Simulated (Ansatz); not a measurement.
The same path of CH11AlB2Si2 (17 atoms, charge 0, multiplicity 1) was run twice with different band settings. The coordinate that changes most is the dihedral H7–B1–Si2–Si3.

Method: RKS PBE/STO-3G in Ansatz 0.2.0.

Relaxed end points:

```xyz
17
Properties=species:S:1:pos:R:3
B 0.866 2.013 -1.898
Si 1.579 1.191 -0.295
Si 0.792 -0.944 -0.371
B 1.355 -1.952 1.164
Al -1.515 -0.950 -0.212
C -2.411 0.121 1.106
H -0.244 2.416 -1.932
H 1.465 2.031 -2.916
H 1.075 1.807 0.926
H 3.035 1.185 -0.230
H 1.212 -1.569 -1.621
H 1.343 -1.481 2.246
H 1.623 -3.099 1.089
H -2.326 -1.812 -1.159
H -3.073 -0.497 1.739
H -3.062 0.873 0.625
H -1.730 0.666 1.780
```

```xyz
17
Properties=species:S:1:pos:R:3
B 0.896 2.015 -1.822
Si 1.644 1.153 -0.258
Si 0.795 -0.958 -0.360
B 1.283 -1.977 1.192
Al -1.516 -0.894 -0.289
C -2.433 0.153 1.035
H 1.457 2.039 -2.860
H -0.210 2.434 -1.811
H 1.194 1.755 0.991
H 3.100 1.103 -0.239
H 1.242 -1.592 -1.596
H 1.246 -1.504 2.273
H 1.534 -3.129 1.128
H -2.313 -1.704 -1.291
H -2.995 -0.498 1.728
H -3.177 0.824 0.571
H -1.766 0.780 1.650
```

Common settings: movable images 5; climbing image yes; spring 5.0 eV/Å²; start path IDPP; force threshold 0.05 eV/Å; iteration limit 60; end points relaxed.

| run | optimiser |
| --- | --- |
| 1 | quadratic models (default) |
| 2 | lbfgs |

Problem. What does each run give, and how far can it be trusted?

Solution. Run 1: converged after 8 iterations, highest image 0.117 eV above the first end. A vibrational analysis at the climbing image gives one clearly imaginary mode, 177i cm⁻¹: a first-order saddle point.
Run 2: converged after 34 iterations, highest image 0.117 eV above the first end. Another band between the same ends (5 images) ends at a top of the same energy, where a vibrational analysis finds 1 clearly imaginary mode.
Limits of this set-up: minimal basis.
